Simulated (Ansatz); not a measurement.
Born–Oppenheimer molecular dynamics of a periodic cell of 17 atoms, Ba16Cu (host Ba, host structure bcc, interstitial Cu). It goes on from the last frame of an earlier run, with new velocities.

Method: DFT LDA, scalar-relativistic, plane waves, PAW (Ansatz). Settings: cutoff 420 eV, k mesh 1x1x1, fermi-dirac smearing 0.15 eV, no spin polarisation.

```yaml
ensemble: NVT, Langevin thermostat
time_step: 3 fs
steps_asked: 240
set_temperature: 840 K
friction: 0.02 /fs
seed: 266942
```

First frame:

```xyz
17
Lattice="10.0400 0.0000 0.0000 0.0000 10.0400 0.0000 0.0000 0.0000 10.0400" Properties=species:S:1:pos:R:3
Ba 0.035 -0.272 0.167
Ba 4.861 -0.102 0.275
Ba 0.412 5.151 -0.017
Ba -0.021 -0.144 5.041
Ba 2.727 2.292 2.943
Ba 4.467 4.850 0.514
Ba 5.064 -0.405 5.054
Ba 7.638 2.446 2.682
Ba -0.106 4.755 5.174
Ba 2.284 7.389 2.776
Ba 2.781 2.181 7.333
Ba 4.761 5.023 4.891
Ba 7.589 7.283 2.400
Ba 7.879 2.419 7.607
Ba 3.048 7.549 7.685
Ba 7.665 7.393 7.615
Cu 2.389 1.650 0.355
```

Task: What does the run give?

Result: The run went to its last step.

```
steps done                                               : 240
time covered                                             : 720 fs
mean temperature over the second half                    : 795 K
spread of the potential energy over the second half      : 18.1 meV per atom
mean potential energy of the second half above the start : 14.8 meV per atom
```

A run of 0.72 ps of so small a system gives no equilibrium averages. Limits of this set-up: coarse k mesh.

Task: What happens to the structure?

Result: Mean squared displacements from the first frame to the last, about the centre of mass: Ba 0.22 Å², Cu 0.16 Å². This is one draw of velocities; another would differ in detail.

Task: How do temperature and energy run in time?

Result: 
| time (fs) | T (K) | potential energy less start (eV) |
| --- | --- | --- |
| 0.0 | 791 | 0.000 |
| 60.0 | 966 | 0.300 |
| 120.0 | 617 | 0.669 |
| 180.0 | 933 | 0.612 |
| 240.0 | 752 | 0.672 |
| 300.0 | 601 | 0.773 |
| 360.0 | 790 | 0.136 |
| 420.0 | 775 | 0.023 |
| 480.0 | 962 | 0.071 |
| 540.0 | 680 | 0.056 |
| 600.0 | 836 | 0.143 |
| 660.0 | 643 | 0.890 |
| 720.0 | 655 | 0.539 |

Time of the run: 14 min on 2 threads of Arm Neoverse V2 (shared host), peak memory 0.75 GiB.
